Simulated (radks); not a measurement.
All-electron atom: Xe21+ in [Ar] 3d10 4s2 4p3 (the NIST ground configuration). Calculated with a radial shooting solver on a logarithmic mesh with Libxc functionals: scalar-relativistic Kohn-Sham, exchange-only r2SCAN, spin-polarised, spherical densities, finite nucleus; open shells are filled with parallel spins first (spin-orbit coupling, left out, can overturn this in heavy ions); meta-GGA in the generalised Kohn-Sham scheme; Fermi nuclear charge, rms radius 4.7859 fm.

Normalised radial functions P(r) = r R(r), r in bohr:

```
   r/bohr * 3p down (the largest magnitude, 1.96, reaches the edge; | marks zero)
   0.0022                             *
  0.00282                             *
 0.003613                             *
 0.004593                             |*
 0.005886                             |*
 0.007543                             |*
 0.009666                             | *
  0.01239                             |  *
  0.01575                             |    *
  0.02018                             |     *
  0.02586                             |        *
  0.03314                             |           *
  0.04246                             |             *
  0.05441                             |               *
  0.06917                             |              *
  0.08864                             |           *
   0.1136                             |   *
   0.1456                     *       |
   0.1865          *                  |
    0.239  *                          |
   0.3039  *                          |
   0.3894        *                    |
    0.499                  *          |
   0.6395                        *    |
   0.8195                            *|
     1.05                             *
    1.335                             *
    1.711                             *
    2.192                             *
```

3p down: eigenvalue -1500.7 eV, 1 radial node at r = 0.123 bohr, <r> = 0.300 bohr, 90 % of the charge inside 0.448 bohr.
